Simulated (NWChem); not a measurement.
**Ionisation of NSi**

SMILES: N#[Si]
```xyz
2

Si     0.0000     0.0000     0.5250
N      0.0000     0.0000    -1.0499
```
Charge 0, spin multiplicity 2.

Everything below was run with NWChem. All single points use one geometry, from UPBE0/def2-SVP, a minimum by its harmonic frequencies.

Basis set: def2-TZVP. The species with one electron less has spin multiplicity 3 and keeps the geometry of the parent. Δ marks differences of total energies (open shells unrestricted). −ε marks an orbital energy of the parent. That orbital need not have the symmetry of the hole or added electron in the Δ rows.

B3LYP has NWChem's definition, with VWN1-RPA local correlation. The structure started from a generated list of species. The unpaired electrons of the parent sit in orbitals of symmetry a1 (C2v labels of the run); other states weren't searched. The stability of the SCF solutions was not checked.

Problem. Order these methods by the first vertical ionisation energy they give, lowest first: G0W0@PBE, −ε(beta HOMO) of B3LYP, ΔLC-wPBE (omega 0.3 per bohr), −ε(beta HOMO) of PBE, ΔBHandHLYP, G0W0@CAM-B3LYP.

Solution. −ε(beta HOMO) of PBE (6.75 eV), −ε(beta HOMO) of B3LYP (7.64 eV), G0W0@PBE (9.68 eV), ΔBHandHLYP (9.95 eV), G0W0@CAM-B3LYP (10.20 eV), ΔLC-wPBE (omega 0.3 per bohr) (10.42 eV)
